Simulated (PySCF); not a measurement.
Coordinates in bohr (charge 1 multiplicity 1):
```
Te    0.0000    0.0000    0.0000
K     5.9879    0.0000    0.0000
K    -2.9939    5.1856    0.0000
K    -2.9939   -5.1856    0.0000
```

These are results of PBE0/[Te def2-TZVP with ECP28, K def2-TZVP], scalar-relativistic core potentials, density fitting, no spin–orbit coupling, PySCF, not measurements.

This geometry of K₃Te⁺ is a stationary point at this level.

**Question.** What is the point group?

**Answer.** D3h.

**Question.** Is it a minimum?

**Answer.** Yes: all harmonic wavenumbers are real, though the softest, 30 cm⁻¹, leaves little margin.

**Question.** Which band is strongest in the infrared?

**Answer.** 167 cm⁻¹ (e'), 101 km/mol.

**Question.** What are the dipole moment and the gap between the highest occupied and lowest empty levels?

**Answer.** 0.00 D about the centre of mass and 3.17 eV.

**Question.** Give the atomic charges and bond orders.

**Answer.** 
```
  atom  Mulliken  Löwdin  polar tensor  Mayer order to Te1
   Te1     -1.26   -0.30         -1.29                   –
K2,3,4      0.75    0.43          0.76                0.45
```

Other isomers or separated fragments may lie lower.
